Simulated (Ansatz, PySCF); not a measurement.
Te(I)(GeH3) (GeH3ITe), SMILES [GeH3][Te]I.

Coordinates come from a B3LYP-D3(BJ)/def2-SVP optimisation. This is a generated structure with no PubChem entry under its InChIKey; it may be hypothetical. The def2 effective core potentials stand for the cores of I, Te; spin–orbit coupling is left out.

Vertical ionisation energy (IE) and electron affinity (EA) in eV. Rows of orbital energies are one-electron estimates. Where ΔSCF, EOM or ADC give a negative EA the extra electron is unbound and the value depends on the basis.

```tsv
level	IE	EA
−ε(HOMO), −ε(LUMO), HF/def2-TZVPD (PySCF)	8.63	0.06
−ε(HOMO), −ε(LUMO), PBE/def2-TZVPD (PySCF)	5.37	3.75
ΔSCF, CAM-B3LYP/def2-SVPD (Ansatz), final states of multiplicity 2 and 2	8.32	1.47
ΔSCF, PBE/def2-SVPD (Ansatz), final states of multiplicity 2 and 2	8.00	1.42
```

What vertical singlet–triplet gap does ΔSCF give with CAM-B3LYP/def2-SVPD (Ansatz, a first-principles code) and with PBE/def2-SVPD (Ansatz)? (An estimate is asked for; the answer gives what the named calculation found.)

1.54 and 1.37 eV (triplet above singlet where positive).
